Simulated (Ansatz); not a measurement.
```yaml
crystal:
  periodic: [false, false, false]
  atoms:
    - {symbol: C, position_ang: [-0.007985, -0.192191, -0.112533]}
    - {symbol: Br, position_ang: [0.183529, 1.372533, 0.837134]}
    - {symbol: H, position_ang: [-0.352407, -0.123759, -1.131609]}
    - {symbol: H, position_ang: [0.232463, -1.116783, 0.386606]}
basis:
  gaussian: {orbitals: def2-TZVP}
magnetization: {spin_polarized: true, initial_magnetization: 1}
hamiltonian: {xc: {name: PBE}}
scf: {max_iter: 3}
```

```sh
$ ansatz run in.yaml --threads 2 --pin off --events-out ev --progress --plain --max-ram 32768MiB --backend cpu
```

Shortened log:

```
Error: invalid value for `basis.gaussian`: such a run doesn't read scf.max_iter; remove what it names
```

(1) What is wrong with this run?

Results:

(1) The input holds a key that doesn't belong there. The program refused the input.
